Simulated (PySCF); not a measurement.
# Spinor energies of Pt⁴³⁺ (platinum, charge +43)

Start: [Ar] 3d10 4s2 4p5; 4p1/2 filled at m_j = -1/2, +1/2; 4p3/2 filled at m_j = -1/2, +1/2, +3/2. Calculated with PySCF 2.14 in an uncontracted even-tempered set (16 s from 5.5 bohr⁻², ratio 2.8; 14 p from 7.2 bohr⁻², ratio 2.8; 8 d from 13 bohr⁻², ratio 2.8; 4 f from 34 bohr⁻², ratio 3): generalised Hartree-Fock with the X2C-1e Hamiltonian and a Gaussian nucleus; one run each with spin-orbit coupling (SO) switched off, then screened by Boettger's factors.

| spinor shell | electrons | ε, spin-free (eV) | ε, screened SO (eV) | weight of nominal j (screened SO) | rms radius, screened SO (bohr) |
| --- | --- | --- | --- | --- | --- |
| 1s1/2 | 2 | -80925.3 | -80894.7 | 1.000 | 0.0194 |
| 2s1/2 | 2 | -16083.5 | -16072.9 | 1.000 | 0.0781 |
| 2p1/2 | 2 | -14228.8 | -15473.1 | 1.000 | 0.0662 |
| 2p3/2 | 4 | -14228.8 | -13734.9 | 1.000 | 0.0740 |
| 3s1/2 | 2 | -5357.7 | -5353.4 | 1.000 | 0.197 |
| 3p1/2 | 2 | -4804.1 | -5090.2 | 1.000 | 0.188 |
| 3p3/2 | 4 | -4804.1 | -4686.7 | 1.000 | 0.204 |
| 3d3/2 | 4 | -4212.9 | -4262.3 | 1.000 | 0.178 |
| 4s1/2 | 2 | -2463.4 | -2461.8 | 1.000 | 0.415 |
| 4p1/2 | 2 | -2261.4 | -2350.5 | 1.000 | 0.408 |
| 4p3/2 | 3 | -2261.4 | -2224.5 | 1.000 | 0.431 |

(1) Where does 3d5/2 lie, and what is the 3d spin-orbit splitting (screened SO)?

```tsv
quantity	spin-free	screened SO
E (hartree)	-17176.85358	-17205.45497
M_J	3/2	3/2
⟨J²⟩	3.751	3.751
⟨L²⟩	2.001	2.089
⟨S²⟩	0.750	0.839
```

Each row is a mean over spinors that exchange with the open shell spreads, by up to 13.407 eV (4s1/2).

Breit and QED terms are absent; they matter most for the inner s and p1/2 levels.

Densities and radii are taken from the X2C orbitals without a picture-change correction, which distorts them close to the nucleus.

Without spin-orbit coupling the j labels of p, d and f shells carry no meaning; the spin-free column gives the mean over the occupied spinors of each nl shell.

## Answers

(1) At -4175.6 eV, 86.689 eV above 3d3/2.
